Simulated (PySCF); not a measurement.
B3LYP has the VWN-RPA correlation part, as in Gaussian. Excitations are Tamm–Dancoff values on a coarser integration grid. The basis has no diffuse functions, so Rydberg states are missing or too high.

Z-matrix (Å, degrees):
```
Al
F 1 1.6396
Br 1 2.2316 2 118.93
Br 1 2.2316 2 118.94 3 180.00
```
Charge 0, spin multiplicity 1.

Task: What S1–T1 gap (TDA), dipole moment, HOMO, HOMO–LUMO gap and S1 oscillator strength does PySCF with B3LYP-D3(BJ)/def2-TZVP give?

Result: 
The S1–T1 gap (TDA) is 0.29 eV, the dipole moment is 0.64 D and the HOMO comes out as -8.62 eV. The HOMO–LUMO gap is 6.79 eV. The S1 oscillator strength is 0.013.
